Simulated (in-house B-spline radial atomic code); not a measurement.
Results of a calculation; reference values are marked as such.
# Weak and strong correlation along the adiabatic connection

Two-electron singlets in several external potentials (atomic units), by full CI in B-splines with partial waves to l = 8 (correlation energies up to 0.6 % small). The repulsion is scaled by λ at fixed density; W(λ) is the mean repulsion less the Hartree energy, W(0) = E_x, and the area under W from 0 to 1 is E_xc.

Relative drop (W(λ) − E_x)/E_x:

```csv
system,λ = 0.12,λ = 0.25,λ = 0.4,λ = 0.6,λ = 0.8,λ = 1
"−V exp(−r²/w²), V = 13.5, w = 4.0",0.0139,0.0280,0.0430,0.0613,0.0777,0.0925
"ω²r²/2, ω = 0.099",0.0524,0.0956,0.1332,0.1699,0.1966,0.2170
"−Z exp(−kr)/r, Z = 8.73, k = 3.4",0.0025,0.0051,0.0081,0.0120,0.0159,0.0197
"−Z/r, Z = 1.1, wall at 0.91 bohr",0.0060,0.0123,0.0193,0.0282,0.0368,0.0449
"−Z/r, Z = 0.898, wall at 3.67 bohr",0.0186,0.0369,0.0558,0.0780,0.0973,0.1142
"−V exp(−r²/w²), V = 4.7, w = 9.33",0.0284,0.0550,0.0812,0.1103,0.1342,0.1540
"ω²r²/2 − Z/r, ω = 0.183, Z = 0.3",0.0314,0.0602,0.0881,0.1184,0.1429,0.1631
```

Problem. Order the systems by how far second-order (GL2) theory, half the initial slope (estimated from the first points of each curve), overshoots the correlation energy, least first.
A. −V exp(−r²/w²), V = 13.5, w = 4.0
B. ω²r²/2 − Z/r, ω = 0.183, Z = 0.3
C. ω²r²/2, ω = 0.099
D. −Z/r, Z = 0.898, wall at 3.67 bohr
E. −V exp(−r²/w²), V = 4.7, w = 9.33
F. −Z exp(−kr)/r, Z = 8.73, k = 3.4
G. −Z/r, Z = 1.1, wall at 0.91 bohr

Solution. F (GL2/E_c = 1.03), G (GL2/E_c = 1.08), A (GL2/E_c = 1.19), D (GL2/E_c = 1.28), E (GL2/E_c = 1.41), B (GL2/E_c = 1.47), C (GL2/E_c = 1.79).

Problem. What else changes along this order?

Solution. The ratio follows the bend of the curve. With it the leading natural occupation goes from 1.999 to 1.820 and −T_c/E_c from 0.97 to 0.56 between the first and the last.
